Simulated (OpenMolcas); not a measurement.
**V2+, Nb2+, Ta2+: d3 down the group**

```json
{"Program": "OpenMolcas 26.06", "Method": "MS-CASPT2, IPEA 0.25 Eh, imaginary shift 0.1 Eh", "Basis": "ANO-R2", "Scalar Hamiltonian": "X2C, finite nucleus", "Spin-orbit coupling": "state interaction with AMFI integrals over the reference wave functions, term energies averaged over their components"}
```

Active space for each ion: 3 electrons in 5 orbitals (d); closed shells correlated by CASPT2: V2+ 3s 3p; Nb2+ 4s 4p; Ta2+ 5s 5p.

Computed levels in cm-1 above 4F 3/2:

| Level | V2+ | Nb2+ | Ta2+ |
| --- | --- | --- | --- |
| 4F 5/2 | 152 | 514 | 2670 |
| 4F 7/2 | 359 | 1174 | 5180 |
| 4F 9/2 | 620 | 1936 | 7250 |
| 2G 7/2 | 11760 | 9490 | 12540 |
| 4P 1/2 | 12050 | 8990 | 15030 |
| 4P 3/2 | 12120 | 8910 | 15490 |
| 4P 5/2 | 12300 | 9940 | 14550 |
| 2P 1/2 | 15440 | 10940 | 9810 |
| 2D 5/2(1) | 16450 | 13710 | 19040 |
| weight of 4F in the lowest level (%) | 100 | 99 | 88 |

Mixed levels, with the weight of the term that names them: Nb2+ 4P 3/2 (74 %), Ta2+ 4P 1/2 (54 %), Ta2+ 4P 3/2 (51 %), Ta2+ 2P 1/2 (54 %).

Measured, with the error of the calculation in %. Measured levels: V2+ from Sugar and Corliss, J. Phys. Chem. Ref. Data 7, 1191 (1978); Nb2+ from the list in Shadmi, J. Res. Natl. Bur. Stand. 70A, 435 (1966).

```json
{"Level": "4F 5/2", "V2+": "146 (+4.2)", "Nb2+": "516 (-0.3)"}
{"Level": "4F 7/2", "V2+": "342 (+5.2)", "Nb2+": "1177 (-0.3)"}
{"Level": "4F 9/2", "V2+": "584 (+6.1)", "Nb2+": "1939 (-0.2)"}
{"Level": "2G 7/2", "V2+": "11966 (-1.7)", "Nb2+": "9236 (+2.7)"}
{"Level": "4P 1/2", "V2+": "11514 (+4.7)", "Nb2+": "8664 (+3.8)"}
{"Level": "4P 3/2", "V2+": "11592 (+4.5)", "Nb2+": "8608 (+3.5)"}
{"Level": "4P 5/2", "V2+": "11770 (+4.5)", "Nb2+": "9594 (+3.6)"}
{"Level": "2P 1/2", "V2+": "15580 (-0.9)", "Nb2+": ""}
{"Level": "2D 5/2(1)", "V2+": "16375 (+0.5)", "Nb2+": "13094 (+4.7)"}
```

The fine-structure level 4F 9/2 changes by a factor of 11.7 from V2+ to Ta2+.

Without spin-orbit coupling 2G lies 11530, 8690, 8220 cm-1 above 4F in that order; the difference to the level 2G 7/2, of either sign, comes from spin-orbit coupling, which also lowers the zero.

CASPT2 breaks the degeneracy within a term, and the mean is taken; among the terms shown or strongly mixed into the levels shown the widest spread is 1100 cm-1 (3d3 4F, V2+). The CASPT2 spread within a term exceeds the gap to the next term for 4d3 4P and 4d3 2G, so the order of their levels is uncertain (figures for Nb2+; the like holds for Ta2+). Levels of configurations with an s electron are missing; early in the row they begin among the upper levels of the d shell and mix with terms of their name (holds for Nb2+). Configurations with an s electron lie low in 5d ions of this charge, fall among these levels and mix in, so low-spin terms can stand far too high, up to twice their true height, and weights are not those of the real levels (holds for Ta2+). Measured partners are found by configuration, term and J. A level has none where our copy of the source lacks it or the pairing is in doubt (some pairs that miss far off the trend of their configuration count as doubtful), and it then counts in no deviation. Only configurations of the active space appear.

A number in round brackets counts repeated terms of one configuration in the order of the reference energies.
